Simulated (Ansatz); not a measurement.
`BC=C=C=C` + `C[SiH](S)Cl` → `BS[SiH](C)Cl` + `C=C=C=C` at 400 K and 1 bar (ligand exchange at a B–C bond).

Gas-phase electronic energies from Ansatz, PBE0-D4/def2-TZVP geometries. CCSD(T)/CBS is the MP2 limit (def2-TZVPP, def2-QZVPP) plus CCSD(T) − MP2 in def2-TZVPP, frozen cores. Each species was taken in one conformer, which may not be the lowest.

```
       species  CCSD(T)/CBS energy (Eh)  H − E (kJ/mol)  S (J/(mol·K))
    `BC=C=C=C`               -179.89496           218.1          343.5
 `C[SiH](S)Cl`              -1187.79090           181.3          373.8
`BS[SiH](C)Cl`              -1213.19788           223.0          410.0
     `C=C=C=C`               -154.50978           181.2          290.0
```

H − E and S are ideal-gas, rigid-rotor, harmonic terms from PBE0-D4/def2-TZVP, for one conformer and one mirror image of each species. 1 Eh = 2625.50 kJ/mol, R = 8.31446 J/(mol·K).

**Question.** By hand: ΔE, ΔH, ΔS and ΔG.

**Answer.** ΔE = (-1213.19788) + (-154.50978) − (-179.89496) − (-1187.79090) = -0.02180 Eh = -57.2 kJ/mol. Δ(H − E) = 223.0 + 181.2 − 218.1 − 181.3 = 4.8, so ΔH = -52.4 kJ/mol. ΔS = 410.0 + 290.0 − 343.5 − 373.8 = -17.3 J/(mol·K). ΔG = -52.4 − 400 × (-17.3)/1000 = -45.5 kJ/mol.

**Question.** By hand: the equilibrium constant, and the temperature at which ΔG would vanish if ΔH and ΔS stayed fixed.

**Answer.** log₁₀ K = −ΔG/(RT ln 10) = 5.9. ΔG = 0 at ΔH/ΔS = 3029 K, far beyond where these terms or the molecules hold.

ΔH outweighs TΔS. A doubt of 5 kJ/mol in ΔE shifts log₁₀ K by 0.7 here. Other conformers and mirror images would add mixing entropy, several J/(mol·K) or more a flexible species. Modes under 60 cm⁻¹, often nearly free rotors, make the harmonic entropy too high. These are equilibria of isolated gas molecules and say nothing of rates. Largest T1 diagnostic: 0.014 (customary marks: 0.02 for closed shells, 0.045 for open ones).
